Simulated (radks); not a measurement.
Problem. These are the eigenvalues of the occupied orbitals of an atom or ion with whole-number occupations (hartree). All-electron calculation, non-relativistic Kohn-Sham, BLYP, spin-unpolarised, spherical densities, point nucleus. Program: a radial shooting solver on a logarithmic mesh with Libxc functionals.

orbital  eigenvalue
1s        -2025.115
2s        -328.1171
2p        -313.4631
3s        -73.77270
3p        -67.10749
3d        -54.68066
4s        -14.71238
4p        -12.01794
4d         -7.15970
5s         -2.29445
5p         -1.56956
4f         -1.04690
5d         -0.57419

Which element is it, and in what charge state? The configuration may be excited.

Solution. Z = 69, thulium, charge +2: Tm2+ in [Xe] 4f12 5d1. The list shows which subshells hold electrons but not how many an open one holds; the 1s level, -2025.1 hartree, gives Z - s = 63.6 by -(Z - s)^2/2, which with screening narrows Z to a few neighbours, and the depths of the outer levels then fix element, charge and occupations together.
